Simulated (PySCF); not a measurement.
H₄OSiZn, SMILES [OH][Zn][SiH3].

Geometry optimised at r2SCAN-D4/def2-SVP. The geometry has at least one imaginary mode, so it is a saddle point at that level. Other conformers were not sampled.

The numbers are results of TDDFT-ωB97X/def2-SVPD (PySCF 2.14.0), not measurements.

Vertical excitations. The molecule is in vacuum.

Computed excitation energies, oscillator strengths and character:
| state | energy (eV) | λ (nm) | f | main pairs |
|---|---|---|---|---|
| S1 | 6.27 | 198 | 0.069 | HOMO→LUMO 86 % |
| S2 | 6.38 | 194 | 0.003 | HOMO→LUMO+1 44 %, HOMO−1→LUMO 40 %, HOMO−1→LUMO+2 8 % |
| S3 | 6.42 | 193 | 0.072 | HOMO→LUMO+1 50 %, HOMO−1→LUMO 41 % |
| S4 | 6.82 | 182 | 0.173 | HOMO→LUMO+2 60 %, HOMO−1→LUMO+1 28 % |
| S5 | 6.87 | 181 | 0.028 | HOMO−1→LUMO+2 76 %, HOMO−1→LUMO 12 % |
| S6 | 7.31 | 170 | 0.347 | HOMO−1→LUMO+1 45 %, HOMO→LUMO+2 23 %, HOMO−2→LUMO 17 %, HOMO→LUMO 8 % |
| S7 | 7.74 | 160 | 0.022 | HOMO−2→LUMO+2 56 %, HOMO−2→LUMO 14 %, HOMO→LUMO+3 12 % |
| S8 | 7.83 | 158 | 0.057 | HOMO−2→LUMO+1 86 % |
| S9 | 7.97 | 156 | 0.207 | HOMO−2→LUMO 50 %, HOMO−2→LUMO+2 17 %, HOMO−1→LUMO+1 10 % |
| S10 | 8.20 | 151 | 0.000 | HOMO−4→LUMO 46 %, HOMO−3→LUMO+1 33 % |
| T1 | 5.52 | 225 | 0 | HOMO→LUMO 86 % |
| T2 | 5.67 | 219 | 0 | HOMO→LUMO+1 90 % |
| T3 | 6.14 | 202 | 0 | HOMO→LUMO+2 80 % |
| T4 | 6.20 | 200 | 0 | HOMO−1→LUMO 61 %, HOMO−1→LUMO+2 26 % |
Triplets are in the Tamm–Dancoff approximation, which puts them higher than full response would, so one can lie above its singlet here.
